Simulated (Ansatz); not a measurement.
Species: H3B, SMILES `B` (charge 0, multiplicity 1).

Question: Give a relaxed geometry from Ansatz (a program for electronic structure) with B3LYP-D3(BJ)/def2-TZVP.

Answer: the end point of this relaxation (outside a Z-matrix the atoms follow the SMILES, hydrogens last).
Cartesian coordinates (Å) in one orientation:
```xyz
4

B      0.000     0.000     0.000
H     -0.883    -0.795    -0.040
H     -0.246     1.163    -0.011
H      1.130    -0.368     0.051
```
